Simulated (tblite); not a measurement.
Compound: C₆H₈F₂O.
Geometry (GFN2-xTB, Å), atoms numbered from 1 in this order:
```
atom  x, y, z in Å
C1     1.8368    0.7076   -0.4052
C2     0.9739   -0.5049   -0.1098
C3     0.0819   -0.3788    1.1427
C4    -1.1818   -0.4720    0.2628
F5    -1.9454   -1.5852    0.5287
C6    -2.0926    0.7172    0.2750
O7    -3.2545    0.7905    0.4376
F8    -1.3675    1.8571    0.0486
C9    -0.2891   -0.6333   -0.9860
H10    2.3125    0.6046   -1.3777
H11    2.6145    0.8075    0.3483
H12    1.2358    1.6136   -0.4068
H13    1.5871   -1.4063   -0.1092
H14    0.1411   -1.2109    1.8396
H15    0.1842    0.5588    1.6840
H16   -0.4324   -1.6043   -1.4530
H17   -0.4116    0.1508   -1.7293
```

Method: GFN2-xTB as coded in tblite; computed harmonic values from a numerical Hessian at the method's own geometry, unscaled. Against measured fundamentals such values can be off by several per cent, at times by over 20. One conformer, not necessarily the lowest.

Harmonic wavenumbers (cm⁻¹): 42.4, 57.1, 184.6, 194.4, 228.4, 295.2, 305.8, 388.2, 418.2, 452.4, 499.5, 662.0, 681.1, 804.7, 847.5, 853.1, 925.4, 944.1, 964.5, 988.1, 1043.6, 1079.9, 1092.0, 1130.8, 1165.8, 1194.9, 1231.0, 1236.7, 1246.9, 1252.5, 1327.9, 1414.2, 1437.1, 1447.9, 1495.0, 1496.3, 1881.5, 2982.1, 3026.0, 3027.0, 3036.0, 3036.7, 3040.6, 3044.2, 3049.4.

A = 2543, B = 1379, C = 1049 MHz; mass 134.054 u (most abundant isotopes); point group Cs, symmetry number 1.

What is the zero-point energy?

Half the sum of the wavenumbers: 28576 cm⁻¹ = 341.85 kJ/mol.

What is S at 298.15 K and 1 bar for an ideal gas of classical rigid rotors and harmonic oscillators?

Translation 169.94, rotation 120.75, vibration 102.54: S = 393.2 J/(mol K).

And Cp and H(298.15 K) − H(0)?

Cp = 144.25 J/(mol K), of which vibrations give 110.99 (their classical limit is 45 R = 374.2); H(298.15 K) − H(0) = 26.07 kJ/mol without the zero-point energy, 16.16 from vibrations.

What must be added to the electronic energy to get the Gibbs energy at 298.15 K and 1 bar?

ZPE + [H(298.15 K) − H(0)] − T·S = 341.85 + 26.07 − 117.24 = 250.68 kJ/mol.

Which modes carry the vibrational entropy at 298.15 K?

42.4 cm⁻¹: 21.52; 57.1 cm⁻¹: 19.06; 184.6 cm⁻¹: 9.55; 194.4 cm⁻¹: 9.14; 228.4 cm⁻¹: 7.91; 295.2 cm⁻¹: 6.04 J/(mol K); the other 39 give 29.32 together.

How do the functions run with temperature in this model?

```csv
T (K),S (J/(mol K)),Cp (J/(mol K)),H − H(0) (kJ/mol),G − H(0) (kJ/mol),ln q(vib)
100,284.5,69.0,5.03,-23.42,1.57
200,343.8,106.1,13.81,-54.96,3.69
300,394.1,145.0,26.34,-91.90,5.86
500,485.8,216.4,62.83,-180.05,10.28
800,603.6,283.7,138.85,-344.05,16.82
1000,670.1,311.9,198.56,-471.57,20.91
```

q(vib) and H(0) count from the zero-point level.

Hindered rotation and anharmonicity are outside this model. Other conformers, if any are populated, would add a mixing term that is left out.
